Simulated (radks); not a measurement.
Question: Excited configurations of the iridium ion Ir+: one electron is placed in a higher orbital outside [Xe] 4f14 5d7. The ground configuration is [Xe] 4f14 5d7 6s1. Calculated with a radial shooting solver on a logarithmic mesh with Libxc functionals: Dirac Kohn-Sham, PBEsol, spin-unpolarised, spherical densities, finite nucleus; open shells fill j = l - 1/2 first; Fermi nuclear charge, rms radius 5.4032 fm. Excitation = E - E(ground); binding = E(ion) - E, where the ion is the core of charge +2; n* = 2/sqrt(2 binding) in atomic units, and the quantum defect is n - n*.

outer orbital  excitation (eV)  binding (eV)     n*  quantum defect  eigenvalue (eV)  <r> (bohr)
5f5/2                   13.913         3.518  3.933           1.067           -2.476       8.551
6p1/2                    5.716        11.715  2.155           3.845           -8.593       3.335
6f5/2                   15.042         2.389  4.773           1.227           -1.788       14.52
7s1/2                   10.653         6.777  2.834           4.166           -5.336       6.256
7d3/2                   14.122         3.309  4.056           2.944           -2.534       11.40
7f5/2                   15.718         1.713  5.637           1.363           -1.331       21.83

Estimate the row for 6d3/2.

Answer: excitation (eV) 11.918; binding (eV) 5.513; n* 3.142; quantum defect 2.858; eigenvalue (eV) -4.008; <r> (bohr) 6.122. The Delta-SCF ionisation energy is 17.431 eV (NIST Atomic Spectra Database: 17.0 eV, semi-empirical). Self-interaction in the functional shifts the binding energies and quantum defects, so they are the method's values and not measured ones. Spin polarisation and multiplet splitting are left out, so open shells lie too high by an amount that depends on their filling.

Beside tabulated values, note that spin-unpolarised runs miss the spin-polarisation part of the exchange energy of open shells.
